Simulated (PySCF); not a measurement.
## A ladder of Hamiltonians for Dy⁶⁰⁺ (dysprosium, charge +60)

Occupied: 1s1/2, 2s1/2, 2p1/2. Hartree-Fock calculated with PySCF 2.14 in an even-tempered Gaussian basis (19 s from 14 bohr⁻², ratio 2.3; 15 p from 16 bohr⁻², ratio 2.3), Gaussian nucleus throughout. NR is non-relativistic, sf-X2C the spin-free one-electron X2C Hamiltonian, X2C adds the bare one-electron spin-orbit term, X2C-SNSO screens it by Boettger's factors, DC is four-component Dirac-Coulomb, and the Gaunt and Breit terms are added at first order (total energies over the DC spinors, levels after relaxing the spinors in that mean field). QED terms are absent. Levels marked empty are virtual spinors of this ion.

```tsv
Hamiltonian	E (hartree)
X2C	-6759.9914
X2C-SNSO	-6758.3766
DC	-6761.3747
DC+Gaunt	-6754.2272
DC+Breit	-6754.5957
```

```csv
level (eV),X2C,X2C-SNSO,DC,DC+Gaunt,DC+Breit
1s1/2,-60182.2,-60184.0,-60229.3,-60085.8,-60090.4
2s1/2,-14389.5,-14390.0,-14396.1,-14381.4,-14382.7
2p1/2,-14186.6,-14165.0,-14171.0,-14140.5,-14144.0
2p3/2 (empty),-12987.3,-12995.3,-12996.4,-12981.7,-12985.1
3s1/2 (empty),-6019.0,-6019.1,-6020.6,-6016.5,-6017.1
```

Problem. How large are the two-electron picture-change error of X2C and the Breit correction in the total energy?

Solution. X2C-1e lies 1.3832 hartree above Dirac-Coulomb; Gaunt adds 7.1475 and the full Breit term 6.7790 hartree.

Weight of the small component: 1s1/2 0.0610, 2s1/2 0.0145, 2p1/2 0.0145, 2p3/2 0.0134, 3s1/2 0.00598.

Koopmans' value for the highest occupied level at DC+Breit: 14144.0 eV, against an ionisation energy of 14144 ± 10 eV (theoretical estimate listed by NIST; NIST Atomic Spectra Database, ionization energies); the former lacks relaxation, correlation, QED and recoil.

The whole ladder took 120 s of wall time on 1 thread of Intel(R) Xeon(R) 6975P-C (shared host), launched as `OMP_NUM_THREADS=1 python relrun2.py TASK.json OUT` (a driver that calls PySCF for each Hamiltonian).
